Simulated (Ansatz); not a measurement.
Born–Oppenheimer molecular dynamics of H7NO2Si (11 atoms, charge 0, multiplicity 1). It starts at the highest image of a converged band, a first-order saddle point between two minima.

These are results of Ansatz 0.2.0, RKS PBE/6-31G*, not measurements.

```json
{
 "ensemble": "NVE (velocity Verlet)",
 "time step": "0.5 fs",
 "steps asked": "146",
 "starting velocities drawn for": "300 K",
 "seed": "7094"
}
```

First frame:

```xyz
11
Properties=species:S:1:pos:R:3
Si 0.003 -0.285 0.226
N 0.263 -0.138 2.121
H -0.593 -0.148 2.684
H 0.838 0.662 2.411
H 1.111 0.427 -0.491
H -1.128 0.755 0.147
O -0.910 -1.575 -0.416
H -1.778 -1.226 -0.701
O 1.272 -1.711 0.748
H 0.825 -2.569 0.590
H 0.920 -1.198 1.843
```

How far do the bonds stretch over the last three quarters of this one trajectory? (Pairs bonded in most of those frames.)


| bond | mean (Å) | spread (Å) | shortest | longest |
| --- | --- | --- | --- | --- |
| Si1–N2 | 1.777 | 0.040 | 1.71 | 1.89 |
| Si1–H5 | 1.500 | 0.042 | 1.44 | 1.56 |
| Si1–H6 | 1.523 | 0.018 | 1.49 | 1.55 |
| Si1–O7 | 1.712 | 0.025 | 1.67 | 1.74 |
| N2–H3 | 1.025 | 0.018 | 1.00 | 1.05 |
| N2–H4 | 1.025 | 0.011 | 1.00 | 1.04 |
| O7–H8 | 0.978 | 0.005 | 0.97 | 0.99 |
| O9–H10 | 0.985 | 0.012 | 0.96 | 1.01 |
| O9–H11 | 1.000 | 0.047 | 0.93 | 1.09 |

Pairs bonded in part of these frames only: Si1–O9 25 %.

Mean temperature of the second half: 523 K. The conserved energy stayed within 0.18 meV per atom of its start (net change -0.023 meV per atom), so the integration is sound. The kinetic energy rose, since the run started high on the potential surface and went downhill. It ends in pieces (H2O + H5NOSi), so much of that is their flight and rotation, not heat. A run of 0.073 ps of so small a system gives no equilibrium averages. The orbitals stay closed-shell, which can raise the energy where a bond breaks towards radicals; this wasn't checked here.

The run took 5.8 min on 1 thread of Arm Neoverse V2, on a shared host, peak memory 0.12 GiB.
